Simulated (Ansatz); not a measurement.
Pulling on the B1–I4 bond in BH2I (SMILES BI) (multiplicity 1 held, fragments rigid). Energies count from the point at 2.114 Å.
Geometry at that point (charge 0, multiplicity 1):
```xyz
4

B     -1.007    -1.528     0.263
H     -0.625    -2.305     1.069
H     -1.987    -1.659    -0.386
I      0.144     0.219    -0.038
```

R- and RO- levels are restricted; in cc, def2 and unpolarised 6-31G sets they are followed outwards from rest. U- levels take the lowest unrestricted solution at each point, which mixes spins at long bonds. Active spaces are followed from a long bond inwards. Curves can end on different states.

Correlated levels freeze the cores. Filled d and f shells under p-block atoms count as core.

Codes used: Ansatz (a program for electronic structure).  In def2 rows elements past Kr take small-core potentials, without spin–orbit coupling.

Energies in kcal/mol.

```
R (Å)  U-SCS-MP2/def2-SVP  U-CCSD/def2-SVP  R-CCSDT/def2-SVP  FIC-MRCISD+Q on CASSCF(6,4)/def2-SVP
-----  ------------------  ---------------  ----------------  ------------------------------------
1.691                65.5             65.6              65.6                                  65.6
1.902                11.9             12.0              12.0                                  12.1
2.114                 0.0              0.0               0.0                                   0.0
2.325                 6.0              6.0               5.9                                   5.7
2.537                18.9             18.8              18.5                                  18.3
2.854                43.7             40.4              39.5                                  39.0
3.171                68.6             60.0              57.6                                  56.9
3.699                82.4             79.5              77.6                                  76.2
4.228                86.2             84.8              86.2                                  84.5
4.862                87.5             86.3              89.2                                  87.4
5.707                87.9             86.7              89.9                                  88.1
6.764                88.0             86.9              90.0                                  88.3
```

Doubts at one or more of the structures used: a spin-contaminated determinant (U-SCS-MP2/def2-SVP, U-CCSD/def2-SVP); T1 above 0.05 (U-CCSD/def2-SVP, R-CCSDT/def2-SVP); a restricted determinant that unrestricted orbitals would lower (R-CCSDT/def2-SVP); other coupled-cluster roots lie near (R-CCSDT/def2-SVP); active orbitals that take no part (FIC-MRCISD+Q on CASSCF(6,4)/def2-SVP).
